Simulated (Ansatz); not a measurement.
Relaxation of BClH₂OS (6 atoms, charge 0, multiplicity 1), to a largest force component of 0.015 eV/Å in at most 40 steps.

The calculation used Ansatz 0.2.0, RKS PBE-D4/6-31G*.

```xyz
6
Properties=species:S:1:pos:R:3:forces:R:3
O 0.196 -0.635 1.469 1.01 0.42 0.23
S -0.877 -0.468 0.188 -0.66 -0.13 -0.34
B 0.140 0.507 -0.877 -0.04 -0.38 0.68
Cl -0.452 1.013 -2.397 -0.54 0.40 -1.26
H -0.218 -1.206 2.126 -0.51 -0.51 0.44
H 1.211 0.790 -0.509 0.75 0.20 0.26
```

Where does it end, and by what steps?

The run converged. The force dipped under the threshold on the way, but the program's further checks kept it going. After 19 steps the energy has fallen by 0.191 eV; H5 moved furthest, 0.61 Å.

```json
{"step": "0", "energy less start (eV)": "0.0000", "largest force component (eV/Å)": "1.263", "accepted": "yes"}
{"step": "1", "energy less start (eV)": "-0.0632", "largest force component (eV/Å)": "0.635", "accepted": "yes"}
{"step": "2", "energy less start (eV)": "-0.0894", "largest force component (eV/Å)": "0.360", "accepted": "yes"}
{"step": "3", "energy less start (eV)": "-0.1065", "largest force component (eV/Å)": "0.382", "accepted": "yes"}
{"step": "4", "energy less start (eV)": "-0.1124", "largest force component (eV/Å)": "0.288", "accepted": "yes"}
{"step": "5", "energy less start (eV)": "0.0129", "largest force component (eV/Å)": "3.280", "accepted": "no"}
{"step": "6", "energy less start (eV)": "-0.1393", "largest force component (eV/Å)": "0.220", "accepted": "yes"}
{"step": "7", "energy less start (eV)": "-0.1607", "largest force component (eV/Å)": "0.275", "accepted": "yes"}
{"step": "8", "energy less start (eV)": "-0.1762", "largest force component (eV/Å)": "0.229", "accepted": "yes"}
{"step": "9", "energy less start (eV)": "-0.1769", "largest force component (eV/Å)": "0.234", "accepted": "yes"}
{"step": "10", "energy less start (eV)": "-0.1466", "largest force component (eV/Å)": "1.711", "accepted": "no"}
{"step": "11", "energy less start (eV)": "-0.1871", "largest force component (eV/Å)": "0.041", "accepted": "yes"}
{"step": "12", "energy less start (eV)": "-0.1862", "largest force component (eV/Å)": "0.549", "accepted": "no"}
{"step": "13", "energy less start (eV)": "-0.1898", "largest force component (eV/Å)": "0.021", "accepted": "yes"}
{"step": "14", "energy less start (eV)": "-0.1893", "largest force component (eV/Å)": "0.130", "accepted": "no"}
{"step": "15", "energy less start (eV)": "-0.1903", "largest force component (eV/Å)": "0.014", "accepted": "yes"}
{"step": "16", "energy less start (eV)": "-0.1909", "largest force component (eV/Å)": "0.036", "accepted": "yes"}
{"step": "17", "energy less start (eV)": "-0.1910", "largest force component (eV/Å)": "0.057", "accepted": "yes"}
{"step": "18", "energy less start (eV)": "-0.1911", "largest force component (eV/Å)": "0.031", "accepted": "yes"}
{"step": "19", "energy less start (eV)": "-0.1911", "largest force component (eV/Å)": "0.005", "accepted": "yes"}
```

```xyz
6
Properties=species:S:1:pos:R:3
O -0.152 -0.435 1.740
S -1.055 -0.240 0.299
B 0.144 0.471 -0.819
Cl -0.409 0.905 -2.437
H 0.192 -1.355 1.703
H 1.280 0.653 -0.485
```

The run took 48 s on 1 thread of Arm Neoverse V2, with other jobs on the host, peak memory 0.15 GiB.
